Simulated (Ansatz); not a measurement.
Basis sets compared for the cluster Al5N5 (the lowest singlet isomer of a short search). Charge 0, multiplicity 1. Geometry B3LYP-D4/def2-SVP. Ansatz on 4 threads of Arm Neoverse V2 on a shared host; times are rough, and most runs start from earlier orbitals.

Cartesian coordinates in Å:
```
Al 1.755 -0.450 1.669
Al -1.931 -0.980 -1.175
Al 1.369 2.035 0.233
Al -0.284 -2.314 0.798
Al -0.909 1.708 -1.526
N 0.337 2.737 -0.946
N -2.077 0.533 -1.975
N 1.077 -2.021 1.804
N -1.620 -2.408 -0.276
N 2.284 1.160 1.392
```

HSE06 is defined as in plane-wave codes, on full-range PBE exchange. The structure comes from a short search, and lower isomers may exist.

Binding counts from free atoms (Al doublet, N quartet) in the same basis, without a counterpoise term.

```csv
level,functions,energy (Eh),HOMO (eV),LUMO (eV),binding per atom (eV),wall time
PBE-D4/def2-SVP,160,-1484.4607,-5.81,-3.62,3.86,2.6 s
PBE-D4/def2-TZVP,340,-1485.2272,-5.92,-3.73,3.89,6 s
PBE0-D4/def2-SVP,160,-1484.5445,-7.00,-2.91,3.61,3.5 s
PBE0-D4/def2-TZVP,340,-1485.3065,-7.10,-3.00,3.65,14 s
HSE06-D4/def2-TZVP (with forces),340,-1485.2654,-6.70,-3.35,3.66,20 s
```

Q: Estimate the rows for PBE-D4/def2-TZVPD, PBE0-D4/def2-TZVPD, HSE06-D4/def2-TZVPD.

A: 
```
              level  functions  energy (Eh)  HOMO (eV)  LUMO (eV)  binding per atom (eV)  wall time
  PBE-D4/def2-TZVPD        400   -1485.2298      -5.95      -3.77                   3.89      8.5 s
 PBE0-D4/def2-TZVPD        400   -1485.3087      -7.13      -3.05                   3.66       18 s
HSE06-D4/def2-TZVPD        400   -1485.2676      -6.73      -3.40                   3.67       20 s
```
